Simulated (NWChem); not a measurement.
System: InH, singlet; SMILES [InH]

Results from NWChem. Low-valent species are run as closed-shell singlets; no triplet was tried in these runs. Structure relaxed at the PBE0/def2-SVP level. def2 effective core potentials on In; no spin-orbit coupling. B3LYP is NWChem's, with the RPA form of VWN correlation. Ions are spin-unrestricted doublets at the neutral geometry; other ion states weren't tried.

For level PBE/def2-SVP:

```
Item           Result
-------------  ------
−ε(HOMO) (eV)    4.73
```

### Question
Estimate the same quantities for level B3LYP/def2-SVP.

### Answer
The −ε(HOMO) (eV) is 5.53.
